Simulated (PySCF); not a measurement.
## F⁺ (fluorine, charge +1): UHF calculation

Configuration: [He] 2s2 2p4, high-spin 3P determinant. Computed with PySCF 2.14 in aug-cc-pVQZ-DK (6s5p4d3f2g, 80 functions), with scalar relativity by spin-free X2C-1e.

```
Total energy                                                  : -98.926316 hartree
One-electron energy                                           : -133.3195 hartree
Hartree (Coulomb) energy                                      : 44.0834 hartree
Exchange energy                                               : -9.6903 hartree
⟨S²⟩                                                          : 2.0053
⟨L²⟩                                                          : 2.010
Sum of ⟨r⟩                                                    : 6.152 bohr
Sum of ⟨r²⟩                                                   : 7.092 bohr²
Traceless quadrupole moment −½Σ⟨3z² − r²⟩ along its main axis : -0.529 e·bohr²
Langevin diamagnetic susceptibility                           : -5.62 ×10⁻⁶ cm³/mol
```

| shell | electrons | mean orbital energy (eV) | spread (eV) | rms radius, mean of both spins (bohr) |
| --- | --- | --- | --- | --- |
| 1s α | 1 | -740.68 | 0 | 0.204 |
| 1s β | 1 | -737.80 | 0 | 0.204 |
| 2s α | 1 | -65.435 | 0 | 1.05 |
| 2s β | 1 | -54.357 | 0 | 1.05 |
| 2p α | 3 | -40.708 | 3.308 | 1.09 |
| 2p β | 1 | -35.646 | 0 | 1.09 |

Spin-orbit constants ζ (cm⁻¹) from the X2C one-electron operator on these orbitals: bare nucleus, nucleus screened by l(l+1)(2l+1)/3 electrons, and screened by the Breit-Pauli mean field of the electrons.

```json
{"shell": "2p", "bare": "474.1", "screened nucleus": "368.7", "mean field": "323.8"}
```

To first order the Landé constant is A = -161.9 cm⁻¹, so the lowest level has J = 2 and lies 0.0201 eV below the centre of the term. This holds in LS coupling only.
